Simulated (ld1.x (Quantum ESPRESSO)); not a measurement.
## Scattering properties, ultrasoft potential for tellurium

* Element: Te (Z = 52)
* Generator: ld1.x (Quantum ESPRESSO) 7.5
* Type: ultrasoft
* Functional: BLYP
* Relativity: scalar-relativistic
* Frozen core: [Ar] 3d10 4s2
* Valence charge: 22
* Reference configuration: 4p6 4d10 5s2 5p4
* Partial waves: 5s (bound): rcut 1.50, rcutus 2.00 bohr; 5s channel at -0.5 Ry: rcut 1.50, rcutus 2.00 bohr; 4p (bound): rcut 1.10, rcutus 1.40 bohr; 5p (bound): rcut 1.10, rcutus 1.40 bohr; 4d (bound): rcut 1.55, rcutus 1.65 bohr; 4d channel at -1.55 Ry: rcut 1.55, rcutus 1.65 bohr
* Local potential: all-electron potential smoothed inside 1.60 bohr (lloc = -1)
* Core correction: none
* Augmentation charge: built from norm-conserving waves at rcut, not smoothed further

The phase is arctan(r·u′/u) with u = r·R(r), unwrapped; energies in Ry, scanned from -10 to 5 Ry. A pole is an energy at which the radial function vanishes at the test radius. The pseudo phase is shifted by a multiple of π to meet the all-electron one at the reference energy, and phase errors are pseudo minus all-electron; the curves can meet again beyond the range given. Levels narrower than the energy grid can be missing from the lists of poles.

```tsv
channel	radius (bohr)	reference energy (Ry)	poles, all-electron	poles, pseudo	unbroken range about the reference energy with phases within 0.05 rad	phase error 1 Ry above the reference energy (rad)
s	2.21	-1.10	1.18	0.92	not even at the reference energy	-0.056
p	2.21	-0.43	-8.36, 2.86	-8.72, 1.64	not even at the reference energy	+0.318
d	2.21	-3.04	-2.93	-3.26, -2.50	not even at the reference energy	-3.106
```

A Bessel basis up to 400 Ry misses an occupied level by 0.55 Ry, so cutoffs and ghosts were not judged. The potential misses its own reference levels by up to 4.9 eV, so it is not fit for use.

Phases in the s channel:

```csv
E (Ry),all-electron,pseudo
-10.00,1.413,1.410
-9.52,1.408,1.405
-9.04,1.402,1.399
-8.56,1.396,1.393
-8.08,1.389,1.386
-7.60,1.381,1.377
-7.12,1.372,1.368
-6.64,1.362,1.357
-6.16,1.350,1.344
-5.68,1.336,1.329
-5.20,1.318,1.309
-4.72,1.296,1.284
-4.24,1.268,1.252
-3.76,1.228,1.205
-3.28,1.171,1.135
-2.80,1.078,1.012
-2.32,0.905,0.746
-1.84,0.507,0.160
-1.36,-0.342,-0.734
-0.88,-1.011,-1.178
-0.40,-1.289,-1.368
0.08,-1.423,-1.470
0.56,-1.503,-1.534
1.04,-1.557,-1.581
1.52,-1.599,-1.619
2.00,-1.635,-1.653
2.48,-1.667,-1.685
2.96,-1.700,-1.718
3.44,-1.734,-1.754
3.92,-1.775,-1.799
4.40,-1.825,-1.856
4.88,-1.893,-1.938
```
